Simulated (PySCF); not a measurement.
# Correlation energy of F (fluorine, neutral)

[He] 2s2 2p5, 2P determinant. All numbers are calculated (PySCF 2.14, the spin-free X2C one-electron Hamiltonian (Gaussian nucleus), in aug-cc-pCVTZ-DK with one added diffuse shell each of s, p, d, f type (8s7p5d3f, 75 functions)). Frozen: 1s2; 7 electrons correlated.

MP2 pair energies summed by pair of shells (mhartree):

```json
{"pair": "2p-2p", "energy": "-128.07", "share (%)": "60.7"}
{"pair": "2s-2p", "energy": "-72.23", "share (%)": "34.2"}
{"pair": "2s-2s", "energy": "-10.65", "share (%)": "5.1"}
```

Total MP2 correlation energy: -210.96 mhartree.

Same-spin part -51.05 and opposite-spin part -159.91 mhartree; SCS-MP2 scales them by 1/3 and 6/5 to -208.90 mhartree.
